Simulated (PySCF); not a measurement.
Predicted microwave data (PySCF 2.14.0, PBE0-D3(BJ)/def2-SVP geometry optimisation, gas phase) for one isomer of C2H5FGeSi:

- Rotational constants: A = 9878, B = 747.8, C = 707.5 MHz
- Dipole components: |μa| = 0.97 D, |μb| = 1.88 D, |μc| = 0.00 D
- Inertial defect: -12.68 u·Å²
- κ: -0.99

Task: Which candidate fits, each taken in the one conformer that was computed?
A. `[SiH2](F)C#[C][GeH3]`
B. `[F][GeH2][C]#C[SiH3]`
C. `[CH:1]#[C:2][GeH2:3][SiH2:4][F:5]` with C2–Ge3–Si4–F5 179°

Result: B. It is [F][GeH2][C]#C[SiH3], a near-prolate asymmetric top. The candidates at the same level (rigid rotor, commonest isotopes):

| SMILES | A (MHz) | B (MHz) | C (MHz) | μa (D) | μb (D) | μc (D) | Δ (u·Å²) | point group | rotor |
| --- | --- | --- | --- | --- | --- | --- | --- | --- | --- |
| F[SiH2]C#[C][GeH3] | 13162 | 596.7 | 579.0 | 1.65 | 1.09 | 0.00 | -12.51 | – | – |
| [F][GeH2][C]#C[SiH3] | 9878 | 747.8 | 707.5 | 0.97 | 1.88 | 0.00 | -12.68 | – | near-prolate asymmetric top |
| C#[C][GeH2][SiH2]F | 5448 | 1285 | 1067 | 1.15 | 0.76 | 0.00 | -12.38 | Cs | near-prolate asymmetric top |

`C#[C][GeH2][SiH2]F` has B 72 % too high; `F[SiH2]C#[C][GeH3]` has A 33 % too high. No structure here is proved a minimum.
